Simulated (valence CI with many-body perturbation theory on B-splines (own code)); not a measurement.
## Ca VI in brief

Calculated by configuration interaction combined with many-body perturbation theory (CI+MBPT): five valence electrons over a frozen Dirac-Fock core [Ne], radial functions for each j: 9 s, 9 p, 8 d, 6 f, 3 g, 1 h, with the one-electron correlation potential Σ1, the two-electron term Σ2, the three-electron term Σ3, Breit, model QED; selected CI, second order for the rest, scaled by the run's own slope (own B-spline code, finite nucleus).

No measured levels were compared; by estimate levels hold to about 100 cm⁻¹ or 0.05 % of their energy and the worst to 300 or 400 cm⁻¹, as in measured light ions of charge 2 to 7. Among the levels kept, up to 1800 cm⁻¹ of a level comes from second order outside the variational space, and about a tenth of that is noise between levels of different J, which matters for small intervals.

Rates and lifetimes use the calculated energies. Strong lines usually hold to 10 to 20 %, long lifetimes can be off by a factor of two.

(1) What is the ground level?

(2) Where does the other parity begin?

(3) Name the longest-lived excited levels whose lifetime is computed, and their main decay.

(4) What is the ionisation energy?

(5) What are the static dipole polarisabilities of the lowest levels?

(6) How well does LS coupling describe the low levels?

(7) Among levels below 316280 cm⁻¹, which E1 lines absorb most strongly from the ground level?

## Answers

(1) 3s²3p³ ⁴S°_3/2, composition 96 % 3s²3p³ ⁴S° + 3 % 3s3p³3d ⁴S°, g = 2.000.

(2) At 3s3p⁴ ⁴P_5/2, 155720 cm⁻¹.

(3) 3s²3p³ ²D°_5/2 at 27454 cm⁻¹ lives 76.0 s, mostly by M1 to 3s²3p³ ⁴S°_3/2; 3s²3p³ ²D°_3/2 at 27047 cm⁻¹ lives 3.34 s, mostly by M1 to 3s²3p³ ⁴S°_3/2; 3s²3p³ ²P°_1/2 at 44880 cm⁻¹ lives 131 ms, mostly by M1 to 3s²3p³ ⁴S°_3/2.

(4) 107.64 eV; NIST lists 108.78 ± 0.25 eV (semi-empirical).

(5) 3s²3p³ ⁴S°_3/2 1.65; 3s²3p³ ²D°_3/2 1.65 (tensor 0.032); 3s²3p³ ²D°_5/2 1.65; 3s²3p³ ²P°_1/2 1.63 bohr³, of which the core gives 0.0211.

(6) Among the lowest 20 levels the leading LS term, summed over configurations, holds 96 % on average. For single configurations the figures are 83 % in LS and 56 % in jj coupling. Terms mix most in the J = 7/2 level at 254550 cm⁻¹, where the leading one holds 52 %.

(7) to 3s²3p²3d ⁴P_5/2 at 33.52 nm, f = 1.19; to 3s²3p²3d ⁴P_3/2 at 33.39 nm, f = 0.798; to 3s²3p²3d ⁴P_1/2 at 33.32 nm, f = 0.398.
